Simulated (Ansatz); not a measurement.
Consider the ligand exchange at a B–Br bond: `OCBBr` + HCl → `OCBCl` + HBr.

Isolated molecules relaxed with PBE0-D4/def2-TZVP in Ansatz; ΔE leaves out vibrations. CCSD(T)/CBS is the MP2 limit (def2-TZVPP, def2-QZVPP) plus CCSD(T) − MP2 in def2-TZVPP, frozen cores. This one scheme is used for every species. DFT in def2-TZVPP. B3LYP here is the variant with VWN-RPA as its local correlation; programs differ in this. For Br outer-core shells are correlated without core-valence functions, which leaves a few kJ/mol of doubt a bond. Scalar relativity is left out up to krypton. Each species was taken in one conformer, which may not be the lowest.

`OCBBr`:

Cartesian coordinates in Å:
```
O 1.094 -1.026 -0.513
C 0.075 -0.076 -0.680
B -0.597 0.560 0.559
Br -0.044 0.061 2.318
H 1.240 -1.151 0.431
H -0.743 -0.504 -1.288
H 0.441 0.766 -1.295
H -1.466 1.369 0.468
```

HCl:

```xyz
2

Cl   -0.350   -0.472    0.252
H     0.350    0.472   -0.252
```

`OCBCl`:

Cartesian coordinates in Å:
```
O -0.386 0.728 1.350
C -0.584 -0.175 0.292
B 0.485 -0.274 -0.826
Cl 1.920 0.724 -0.757
H 0.455 1.175 1.212
H -1.545 0.037 -0.209
H -0.715 -1.198 0.688
H 0.369 -1.017 -1.750
```

HBr:

Z-matrix (Å, degrees):
```
Br
H 1 1.420
```

```csv
level,ΔE (eV)
B3LYP-D4,-0.10
PBE-QIDH,-0.07
r2SCAN,-0.10
BHLYP,-0.12
```

(1) What does CCSD(T)/CBS give? (Best estimate.)

Largest T1 diagnostic among the species: 0.011.

Answers

(1) The calculation gave: -0.05 eV. The listed levels differ from it by -0.05, -0.02, -0.05, -0.07 eV.

In def2-TZVPP, CCSD(T) changes the Hartree–Fock value by +0.05 eV (the triples alone add +0.00 eV) and MP2 by +0.07 eV. Leaving LDA and LC-ωPBE aside and taking each functional with its dispersion term where it has one, the values, not all of them listed here, spread over 0.05 eV, from CAM-B3LYP-D4 to PBE-QIDH. At CCSD(T), def2-SVP lies −0.14 eV from the extrapolated value and def2-TZVPP −0.02 eV.
